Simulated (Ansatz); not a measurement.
Reaction (formal exchange of groups at the Si–C bond): `OC([SiH3])S` + `CNC(S)S` → `CNC([SiH3])S` + `OC(S)S`

Calculated with Ansatz (gas phase, PBE0-D4/def2-TZVP geometries, no zero-point term in ΔE). CBS: MP2 limit from def2 TZ/QZ plus the TZ coupled-cluster correction, frozen cores. Functionals use def2-TZVPP. B3LYP here is the variant with VWN-RPA as its local correlation; programs differ in this. Each species was taken in one conformer, which may not be the lowest.

```json
{"level": "PBE0", "ΔE (kJ/mol)": "-14.6"}
{"level": "B3LYP", "ΔE (kJ/mol)": "-12.9"}
```

Question: What does CCSD(T)/CBS give? (Best estimate.)

Answer: Computed: -14.6 kJ/mol. The listed levels differ from it by 0.0, 1.7 kJ/mol.

Largest T1 diagnostic among the species: 0.012.
